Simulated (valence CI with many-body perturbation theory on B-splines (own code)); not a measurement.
# Ta⁺ in three bases

Computed by relativistic CI+MBPT: four valence electrons over a frozen Dirac-Fock core [Xe] 4f14, a basis of 7 s, 7 p, 8 d, 6 f, 4 g, 1 h functions for each j, with the one-electron correlation potential Σ1 (screened to all orders), the two-electron term Σ2, the three-electron term Σ3, Breit, model QED; selected single and double excitations, second order for the rest, scaled by the run's own slope (own B-spline code, finite nucleus).

Against 12 measured levels this calculation errs by 291 cm⁻¹ on average and by 730 at most. These come from a selection out of the NIST Handbook of Basic Atomic Spectroscopic Data. Levels without a partner in it may be off by more, other configurations by 1,000 to 4,000 cm⁻¹. Among the levels kept, up to 280 cm⁻¹ of a level comes from second order outside the variational space, and about a tenth of that is noise between levels of different J, which matters for small intervals. Only levels of the ground parity were solved; by the run's estimate the other parity begins above the list, which can be wrong where configurations are misplaced.

The reference run has the lowest level 5d3 6s 5F_1 and an ionisation energy of 14.8855 eV. Its largest variational space holds 19999 state functions.

Names give the largest LS component (configuration and term), which can be under half, so a name can repeat, a term be missing and a line seem to break the LS rules; names also repeat where a configuration has a term twice. Letters in brackets count levels of one name in rising energy.

Changed runs:
A. basis 6 s, 6 p, 5 d, 5 f, 1 g
B. basis 5 s, 5 p, 4 d, 4 f

Excitation energies of the reference run in cm⁻¹, and shifts in cm⁻¹:

| Level | Reference | A | B |
| --- | --- | --- | --- |
| 5d3 6s 5F_2 | 1017 | -8.8 | -7.4 |
| 5d3 6s 5F_3 | 2581 | -24 | -27 |
| 5d2 6s2 3F_2 | 3911 | -80 | +104 |
| 5d3 6s 5F_4 | 4339 | -29 | -23 |
| 5d3 6s 3P_0 [a] | 4419 | +136 | +70 |
| 5d3 6s 3P_1 | 5664 | +99 | +71 |
| 5d3 6s 3P_2 | 6092 | +76 | +149 |
| 5d3 6s 5F_5 | 6119 | -20 | +16 |
| 5d2 6s2 3F_3 | 7443 | -86 | +95 |
| 5d3 6s 3F_2 | 9822 | +112 | +357 |
| 5d2 6s2 3F_4 | 10258 | -29 | +189 |
| 5d3 6s 5P_1 | 10884 | +92 | +230 |
| Ionisation energy (eV) | 14.8855 | -0.0255 | -0.0498 |
